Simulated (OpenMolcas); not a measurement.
An atom or ion with 81 electrons was computed by MS-RASPT2, IPEA 0.25 Eh, imaginary shift 0.1 Eh with spin-orbit coupling (OpenMolcas, ANO-RCC-VTZP, DKH2). The lowest levels that the run gave, each within 12 % of the measured value where one is at hand:

```tsv
J	Parity	E (eV)	g
1/2	odd	0.0000	0.666
3/2	odd	2.275	1.334
1/2	even	9.014	2.567
3/2	even	10.309	1.712
5/2	even	11.114	1.474
3/2	even	12.125	0.849
```

Question: Which ion is it, and what are the configurations and terms?

Answer: Bi III (Z = 83, charge +2; active space 3 electrons in 9 orbitals (RAS2 6s 6p; RAS3 6d, at most 2 electrons)). J, parity and g give the terms where levels are pure, and mixed ones are named by the computed weights; the size of the splittings, set against known spectra of the 81-electron sequence, gives the charge. In order, with the measured energies in eV (Moore, Atomic Energy Levels, vol. III, NSRDS-NBS 35 (1971 reprint of NBS Circular 467, 1958)): 6s2 6p 2P* 1/2, 6s2 6p 2P* 3/2 (2.5774), 6s 6p2 4P 1/2 (8.7104), 6s 6p2 4P 3/2 (10.2954), 6s 6p2 4P 5/2 [68 %] (11.0639), 6s 6p2 2D 3/2 (13.4629).

Term energies are means over components that CASPT2 splits; among the terms shown or strongly mixed into the levels shown the widest spread is 37 cm-1 (6s 6p2 2D). The run also gave levels led by 6s 6p 6d, which use shells meant for correlation; these and all levels above them are left out. Spin-orbit splittings of 6p shells tend to come out small when the coupling is added on scalar orbitals. Some terms mix strongly with configurations of 6d, whose occupation reaches 0.31 (6s 6p2 2D). Computed and measured levels are paired by configuration, term and J; levels that our copy of the source lacks, or whose pairing is in doubt (as where it misses far off the trend of its configuration), stay unpaired and out of the deviations. Only configurations of the active space appear.

A share in square brackets marks a mixed level and gives the weight of the term that names it. * marks odd parity.
